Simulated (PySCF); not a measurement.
# Working out the ionisation energy of S²⁺

S²⁺ [Ne] 3s2 3p2 (3P) → S³⁺ [Ne] 3s2 3p1 (2P). All numbers are calculated (PySCF 2.14, scalar relativity by spin-free X2C-1e, in x2c-QZVPPall with one added diffuse shell each of s, p, d, f type (10s7p5d3f1g, 86 functions)). Frozen: 1s2. Energies in hartree (1 hartree = 27.21139 eV):

```tsv
part	S²⁺ (lower)	S³⁺ (upper)
UHF	-397.424336	-396.169331
CCSD correlation	-0.275427	-0.254359
(T)	-0.004334	-0.003035
```

What does Hartree-Fock give?

(-396.169331) − (-397.424336) = 1.255005 hartree = 34.150 eV.

What do CCSD and CCSD(T) give?

The CCSD correlation energies differ by 0.021068 hartree = 0.573 eV and the triples by 0.001299 hartree = 0.035 eV, so CCSD gives 34.723 eV and CCSD(T) 34.758 eV.

Reference: 34.86 ± 0.04 eV (semi-empirical (NIST evaluation); NIST Atomic Spectra Database, ionization energies), between the lowest levels; spin-orbit coupling is absent from the calculation.

What remains against the reference includes basis incompleteness, the frozen core and higher excitations.
